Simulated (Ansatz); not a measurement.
Coupled-cluster run, `C=C(Cl)[SiH2]C`.

```yaml
crystal:
  periodic: [false, false, false]
  atoms:
    - {symbol: C, position_ang: [1.038616, 1.530399, 1.301119]}
    - {symbol: C, position_ang: [0.849350, 0.312322, 0.812231]}
    - {symbol: Cl, position_ang: [2.195062, -0.791971, 0.691811]}
    - {symbol: Si, position_ang: [-0.781108, -0.380670, 0.201529]}
    - {symbol: C, position_ang: [-0.644866, -0.911126, -1.580707]}
    - {symbol: H, position_ang: [2.007153, 1.882202, 1.639831]}
    - {symbol: H, position_ang: [0.198184, 2.212030, 1.372584]}
    - {symbol: H, position_ang: [-1.145192, -1.537850, 1.061407]}
    - {symbol: H, position_ang: [-1.791762, 0.697959, 0.376601]}
    - {symbol: H, position_ang: [-0.398403, -0.061953, -2.221543]}
    - {symbol: H, position_ang: [0.137364, -1.664745, -1.693830]}
    - {symbol: H, position_ang: [-1.587200, -1.341797, -1.927032]}
basis:
  gaussian: {orbitals: def2-SVP}
correlation: {method: ccsd_t}
```

```sh
$ ansatz run in.yaml --threads 4 --pin off --events-out ev --progress --plain --max-ram 10444MiB
```

The program prints (abridged):

```
Functional definition: HF
1124 factors; integrals over basis functions are off by at most 1.3e-3 eV
mean field evaluation 1: about -23556.2563 eV, gradient 2.9e1 eV
mean field evaluation 2: about -23556.2626 eV, gradient 2.9e1 eV
mean field evaluation 4: about -23558.8877 eV, gradient 3.4e0 eV
mean field evaluation 8: about -23558.9381 eV, gradient 6.0e-4 eV
mean field -23558.93806501 eV, -865.7750050674 hartree, gradient 2.3e-6 eV, S^2 0.000000; 0 other end points of the search recorded, 0 dependent functions left out
13 core orbitals not correlated: weight in the atoms' cores, before any rotation towards them, 1.000 or more for the frozen orbitals, at most 0.000 for the correlated occupied ones
reference -23558.93806501 eV, -865.7750050674 hartree; 15, 15 occupied and 85, 85 virtual orbitals, 1124 factors
second order -17.52884134 eV of doubles, -0.00000000 eV of singles
cycle   1  -18.62801803 eV  change    -1.1e0 eV  update   9.6e-2
cycle   2  -19.16166266 eV  change   -5.3e-1 eV  update   3.0e-2
cycle   3  -19.25522349 eV  change   -9.4e-2 eV  update   1.3e-2
cycle   4  -19.25515850 eV  change    6.5e-5 eV  update   3.8e-3
cycle   5  -19.25565789 eV  change   -5.0e-4 eV  update   1.4e-3
cycle   6  -19.25546069 eV  change    2.0e-4 eV  update   3.3e-4
cycle   7  -19.25544344 eV  change    1.7e-5 eV  update   1.2e-4
cycle   8  -19.25546359 eV  change   -2.0e-5 eV  update   3.9e-5
cycle   9  -19.25545627 eV  change    7.3e-6 eV  update   1.5e-5
perturbative correction -0.61301283 eV, -0.0225278061 hartree
Total energy: -23578.80653412 eV, -866.5051578397 hartree
```

Run time 6 s (4 threads of an Arm Neoverse V2 on a shared host); peak host memory 0.54 GiB.

MP2 recovers 88.2 % of the CCSD(T) correlation energy and the triples give 3.1 %; T1 = 0.0104.
